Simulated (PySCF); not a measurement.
Isomers of C6H15Al. Method: PySCF, PBE0-D3(BJ)/def2-SVP geometry optimisation, gas phase. Energies are electronic, without zero-point or thermal terms, for one conformer each. No frequencies were run at this level. Point groups hold within 0.08 Å.

Question: Order them by energy at this level, lowest first, and give relative energies in kJ/mol.
A. AlMe2(iBu), `CC(C)[CH2][Al]([CH3])[CH3]`
B. `[CH3:1][CH2:2][Al:3]([CH2:4][CH3:5])[CH2:6][CH3:7]` with C1–C2–Al3–C4 -139°, C2–Al3–C4–C5 -178°, C2–Al3–C6–C7 44° (triethylaluminum)

Answer: A (0.0), B (40.5).

```csv
SMILES,E (Eh),E rel (kJ/mol),dipole (D),point group,"A, B, C (MHz)"
CC(C)[CH2][Al]([CH3])[CH3],-479.47213,0.0,0.29,near Cs,"2580, 1343, 1058"
C[CH2][Al]([CH2]C)[CH2]C,-479.45670,40.5,0.15,C1,"2213, 1276, 874.0"
```

Question: How do the relative energies change in single points at CAM-B3LYP/def2-SVPD (no added dispersion term) on the same geometries?

Answer: 
| SMILES | PBE0-D3(BJ)/def2-SVP (kJ/mol) | CAM-B3LYP/def2-SVPD (kJ/mol) | shift |
| --- | --- | --- | --- |
| CC(C)[CH2][Al]([CH3])[CH3] | 0.0 | 0.0 | 0.0 |
| C[CH2][Al]([CH2]C)[CH2]C | 40.5 | 37.9 | -2.6 |

Each column counts from its own lowest isomer. The order is unchanged; the largest shift is 2.6 kJ/mol.
